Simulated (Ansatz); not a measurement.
Compare A (`F[C@H]1C[Si@@H]1Br`) with its isomer B (`C=C[SiH](F)Br`).

Computed with Ansatz on PBE0-D4/def2-TZVP structures; ΔE is electronic, products minus reactants. CBS: MP2 limit from def2 TZ/QZ plus the TZ coupled-cluster correction, frozen cores. DFT in def2-TZVPP. B3LYP here is the variant with VWN-RPA as its local correlation; programs differ in this. For Br outer-core shells are correlated without core-valence functions, which leaves a few kJ/mol of doubt a bond. Scalar relativity is left out up to krypton. Each species was taken in one conformer, which may not be the lowest.

Problem. Which is lower in electronic energy at CCSD(T)/CBS, and by how much? (An estimate is asked.)

Solution. The calculation gave: B, by 69.6 kcal/mol.

Problem. Give E(B) − E(A) in kcal/mol with B2PLYP, CCSD(T)/def2-TZVPP, PBE-D4, CCSD/def2-TZVPP, PBE0-D4, MP2/def2-TZVPP, B3LYP. (An estimate is asked.)

Solution. Computed: B2PLYP -69.1, CCSD(T)/def2-TZVPP -68.9, PBE-D4 -59.7, CCSD/def2-TZVPP -69.7, PBE0-D4 -61.5, MP2/def2-TZVPP -69.4, B3LYP -67.7. None reverses the order clearly.

Largest T1 diagnostic: 0.010.

From PBE to PBE0 (25 % exact exchange), in def2-TZVPP and without D4, E(B) − E(A) moves by −1.8 kcal/mol. In def2-TZVPP, CCSD(T) changes the Hartree–Fock value by +7.7 kcal/mol (the triples alone add +0.8 kcal/mol) and MP2 by +7.1 kcal/mol.
